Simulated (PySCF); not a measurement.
CH5O, SMILES C[OH2+], charge +1.

The structure is a stationary point at PBE-D3(BJ)/def2-TZVP. The isomer is the one that the SMILES or the coordinates give; other isomers of the formula were not compared.

All values below come from PBE-D3(BJ)/def2-TZVP run with PySCF.

No scaling factor is applied to the harmonic values.

```tsv
mode	ν (cm⁻¹)	IR (km/mol)	moving atoms (share of kinetic energy)
1	250	43.4	H 98 %
2	706	287.5	H 70 %, O 24 %
3	811	26.0	C 47 %, O 29 %, H 24 %
4	916	6.1	H 98 %
5	1132	5.5	H 79 %, C 15 %
6	1249	0.6	H 74 %, C 18 %, O 8 %
7	1417	4.2	H 90 %
8	1427	20.6	H 95 %
9	1431	19.8	H 97 %
10	1630	104.7	H 93 %
11	3023	0.4	H 98 %
12	3146	3.5	H 90 %, C 10 %
13	3152	5.6	H 90 %, C 10 %
14	3529	174.4	H 97 %
15	3604	291.3	H 92 %
```
